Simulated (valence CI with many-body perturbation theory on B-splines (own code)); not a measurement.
Results of a calculation; reference values are marked as such.
## Level structure of Tc³⁷⁺

Level of theory: configuration interaction combined with many-body perturbation theory (CI+MBPT): four valence electrons over a frozen Dirac-Fock core [He], a basis of 11 s, 11 p, 10 d, 8 f, 5 g, 2 h functions for each j, with the one-electron correlation potential Σ1, the two-electron term Σ2, the three-electron term Σ3, Breit, model QED; selected CI, second order for the rest, scaled by the run's own slope (own B-spline code, finite nucleus).

The last digits are not significant, and no measured levels were compared; by estimate large intervals hold to a few tenths of a per cent, small ones and those within an open d or f shell to about a per cent. Among the levels kept, up to 1000 cm⁻¹ of a level comes from second order outside the variational space, and about a tenth of that is noise between levels of different J, which matters for small intervals.

Levels 1 to 45 of 200, with energies above the lowest level, (2s^2 2p1/2^2) J=0. "Leading %" is the weight of the configuration and term that name the level; weights of strongly mixed levels are sums over their largest components and can fall short. In the jj column 3d3/2^4 stands for four electrons in 3d with j = 3/2.

```
No.  Configuration  Term  J  E (eV)  Leading %      g                Leading jj  Second component
  1         2s²2p²    ³P  0     0.0         74              2s^2 2p1/2^2 (99 %)    25 % 2s²2p² ¹S
  2         2s²2p²    ³P  1   115.7        100  1.490  2s^2 2p1/2 2p3/2 (100 %)                  
  3         2s²2p²    ¹D  2   128.3         58  1.197   2s^2 2p1/2 2p3/2 (99 %)    42 % 2s²2p² ³P
  4          2s2p³   ⁵S°  2   246.9         51  1.694   2s 2p1/2^2 2p3/2 (90 %)    35 % 2s2p³ ³P°
  5         2s²2p²    ³P  2   253.0         58  1.280       2s^2 2p3/2^2 (98 %)    41 % 2s²2p² ¹D
  6         2s²2p²    ¹S  0   282.9         73              2s^2 2p3/2^2 (98 %)    26 % 2s²2p² ³P
  7          2s2p³   ³D°  1   296.2         46  1.003   2s 2p1/2^2 2p3/2 (94 %)    23 % 2s2p³ ³P°
  8          2s2p³   ³D°  2   359.2         54  1.475   2s 2p1/2 2p3/2^2 (92 %)    36 % 2s2p³ ⁵S°
  9          2s2p³   ³D°  3   384.6        100  1.321  2s 2p1/2 2p3/2^2 (100 %)                  
 10          2s2p³   ³P°  0   411.4        100         2s 2p1/2 2p3/2^2 (100 %)                  
 11          2s2p³   ³D°  1   421.0         36  1.274   2s 2p1/2 2p3/2^2 (95 %)    32 % 2s2p³ ³P°
 12          2s2p³   ¹D°  2   430.6         64  1.115   2s 2p1/2 2p3/2^2 (92 %)    23 % 2s2p³ ³D°
 13          2s2p³   ³P°  1   436.8         36  1.441   2s 2p1/2 2p3/2^2 (94 %)    30 % 2s2p³ ¹P°
 14          2s2p³   ³P°  2   532.3         49  1.338         2s 2p3/2^3 (92 %)    30 % 2s2p³ ¹D°
 15          2s2p³   ¹P°  1   574.7         49  1.238         2s 2p3/2^3 (95 %)    28 % 2s2p³ ³S°
 16            2p⁴    ³P  2   579.6         73  1.358    2p1/2^2 2p3/2^2 (98 %)       26 % 2p⁴ ¹D
 17            2p⁴    ¹S  0   612.4         54           2p1/2^2 2p3/2^2 (97 %)       46 % 2p⁴ ³P
 18            2p⁴    ³P  1   702.1        100  1.491     2p1/2 2p3/2^3 (100 %)                  
 19            2p⁴    ¹D  2   716.1         74  1.119      2p1/2 2p3/2^3 (99 %)       26 % 2p⁴ ³P
 20            2p⁴    ³P  0   856.6         54                   2p3/2^4 (98 %)       45 % 2p⁴ ¹S
 21        2s²2p3s   ³P°  0  3012.1         98             2s^2 2p1/2 3s (98 %)                  
 22        2s²2p3s   ³P°  1  3014.3         68  1.335      2s^2 2p1/2 3s (98 %)  31 % 2s²2p3s ¹P°
 23        2s²2p3p    ³D  1  3054.1         72  0.662   2s^2 2p1/2 3p1/2 (98 %)   23 % 2s²2p3p ¹P
 24        2s²2p3p    ³P  0  3075.2         71          2s^2 2p1/2 3p1/2 (97 %)   26 % 2s²2p3p ¹S
 25        2s²2p3p    ³P  1  3096.9         41  1.507   2s^2 2p1/2 3p3/2 (91 %)   28 % 2s²2p3p ³S
 26        2s²2p3p    ³D  2  3100.4         59  1.167   2s^2 2p1/2 3p3/2 (98 %)   25 % 2s²2p3p ¹D
 27        2s2p²3s    ⁵P  1  3133.4         59  2.169      2s 2p1/2^2 3s (84 %)   19 % 2s2p²3s ³S
 28        2s²2p3d   ³F°  2  3136.7         72  0.772   2s^2 2p1/2 3d3/2 (97 %)  21 % 2s²2p3d ¹D°
 29        2s²2p3s   ³P°  2  3142.8         88  1.457      2s^2 2p3/2 3s (88 %)   4 % 2s²2p3d ³P°
 30        2s²2p3s   ¹P°  1  3148.6         67  1.143      2s^2 2p3/2 3s (97 %)  30 % 2s²2p3s ³P°
 31        2s2p²3s    ³P  0  3149.5         77             2s 2p1/2^2 3s (91 %)   22 % 2s2p²3s ¹S
 32        2s²2p3d   ³D°  1  3151.0         52  0.832   2s^2 2p1/2 3d3/2 (95 %)  27 % 2s²2p3d ¹P°
 33        2s²2p3d   ³P°  2  3156.6         41  1.292   2s^2 2p1/2 3d5/2 (90 %)  32 % 2s²2p3d ³D°
 34        2s²2p3d   ³F°  3  3157.0         52  1.111   2s^2 2p1/2 3d5/2 (98 %)  25 % 2s²2p3d ¹F°
 35        2s2p²3p   ⁵D°  0  3175.1         61          2s 2p1/2^2 3p1/2 (92 %)  36 % 2s2p²3p ³P°
 36        2s2p²3p   ⁵D°  1  3176.9         33  1.521   2s 2p1/2^2 3p1/2 (87 %)  28 % 2s2p²3p ³P°
 37        2s²2p3p    ³P  1  3193.7         52  1.426   2s^2 2p3/2 3p1/2 (94 %)   20 % 2s²2p3p ³S
 38        2s²2p3p    ³D  2  3196.4         39  1.201   2s^2 2p3/2 3p1/2 (94 %)   31 % 2s²2p3p ¹D
 39        2s2p²3p   ⁵P°  2  3218.3         29  1.585   2s 2p1/2^2 3p3/2 (89 %)  27 % 2s2p²3p ⁵D°
 40        2s²2p3p    ³D  3  3222.3         92  1.333   2s^2 2p3/2 3p3/2 (92 %)    4 % 2s2p²3s ³D
 41        2s2p²3p   ³D°  1  3222.8         42  1.054   2s 2p1/2^2 3p3/2 (90 %)  16 % 2s2p²3p ¹P°
 42        2s²2p3p    ¹P  1  3223.5         47  1.407   2s^2 2p3/2 3p3/2 (95 %)   43 % 2s²2p3p ³S
 43        2s2p²3s    ⁵P  2  3228.0         82  1.726  2s 2p1/2 2p3/2 3s (90 %)    8 % 2s2p²3s ³P
 44        2s²2p3p    ³P  2  3238.9         49  1.327   2s^2 2p3/2 3p3/2 (84 %)   35 % 2s²2p3p ¹D
 45        2s2p²3s    ³P  1  3245.4         73  1.582  2s 2p1/2 2p3/2 3s (94 %)   15 % 2s2p²3s ⁵P
```

The ionisation energy to 2s²2p ²P°1/2 of the next ion comes out as 5370.7 eV (NIST: 5361 ± 6 eV (semi-empirical)). All 200 levels together are meant to be complete up to 3669.2 eV.
